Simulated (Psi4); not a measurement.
C₆H₁₁O₃ (SMILES [CH2]C(=O)OC(C)COC), doublet, geometry from GFN2-xTB. Base run: PBE0/STO-3G run with Psi4.

Here is a job for Psi4.
```
memory 2 GB

molecule mol {
0 2
C    -2.847068   -1.015560   -0.451375
C    -1.939974   -0.094855    0.150297
O    -2.182778    0.591522    1.128684
O    -0.755576   -0.060815   -0.503695
C     0.255036    0.784860    0.039436
C     0.101013    2.203239   -0.503461
C     1.601914    0.166505   -0.327912
O     1.818762   -0.960557    0.484377
C     3.006904   -1.640612    0.174839
H    -2.554389   -1.567477   -1.324039
H    -3.822756   -1.146745   -0.023270
H     0.146299    0.789547    1.131824
H     0.193981    2.200506   -1.587125
H    -0.878496    2.588663   -0.232015
H     0.862038    2.850282   -0.077834
H     1.590696   -0.120458   -1.390320
H     2.401515    0.907759   -0.173974
H     3.071610   -2.480967    0.862476
H     3.882406   -0.991782    0.306017
H     2.996880   -2.011993   -0.857618
}

set {
  basis sto-3g
  reference uks
}

energy('pbe0')
print_variables()
```

Variants of this job, named by their change:

```
change                    E (Eh)  dipole (D)  <S^2>  core-seconds (rough)                outcome
--------------------  ----------  ----------  -----  --------------------  ---------------------
base                  -454.43160        2.04  0.774                    30              converged
functional = hse06    -454.46752        2.04  0.773                    60              converged
functional = mn15     -452.41728        2.01  0.767                    40              converged
functional = m06-2x   -454.87356        1.98  0.778                    50              converged
functional = b3lyp5   -454.60554        2.02  0.769                    20              converged
functional = svwn     -452.42801        2.20  0.754                    20              converged
functional = wb97m-v           -           -      -                     -  cut at the time limit
functional = wb97x-v           -           -      -                     -  cut at the time limit
functional = tpss     -455.03008        2.02  0.761                    60              converged
functional = m11      -453.94396        1.94  0.782                    50              converged
functional = blyp     -454.63681        2.02  0.757                    30              converged
functional = pbe      -454.33446        2.06  0.757                    30              converged
functional = pw6b95   -455.45645        2.03  0.771                    40              converged
```

Absolute energies of different levels of theory aren't comparable as measures of quality.

Open shells are given as the SCF converged; they aren't shown to be the lowest states, and a large step between rows can be another state.
